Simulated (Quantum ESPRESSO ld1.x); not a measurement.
Values are calculated unless marked as measured or tabulated.
Problem. The mean radii <r> (bohr) of the occupied orbitals of an atom or ion are listed with their occupations. Code: ld1.x of Quantum ESPRESSO 7.5. Model: scalar-relativistic Kohn-Sham, LDA (Slater exchange, VWN5 correlation), spin-unpolarised, spherical densities, point nucleus.

| orbital | occ. | <r> |
|---|---|---|
| 1s | 2 | 0.01900 |
| 2s | 2 | 0.08042 |
| 2p | 6 | 0.07174 |
| 3s | 2 | 0.2088 |
| 3p | 6 | 0.2087 |
| 3d | 10 | 0.1890 |
| 4s | 2 | 0.4685 |
| 4p | 6 | 0.4980 |
| 4d | 10 | 0.5355 |
| 5s | 2 | 1.130 |
| 5p | 6 | 1.323 |
| 4f | 14 | 0.6732 |
| 5d | 1 | 1.929 |

Name the element and its charge.

Solution. Z = 72, hafnium, charge +3: Hf3+ in [Xe] 4f14 5d1. The 1s radius gives Z: for a bare nucleus <r> = (2 gamma + 1)/(2Z) with gamma = sqrt(1 - (Z/c)^2), 0.01876 bohr for Z = 72, and screening makes it slightly larger (0.01900 here). The occupations add up to 69, and the charge is Z minus that.
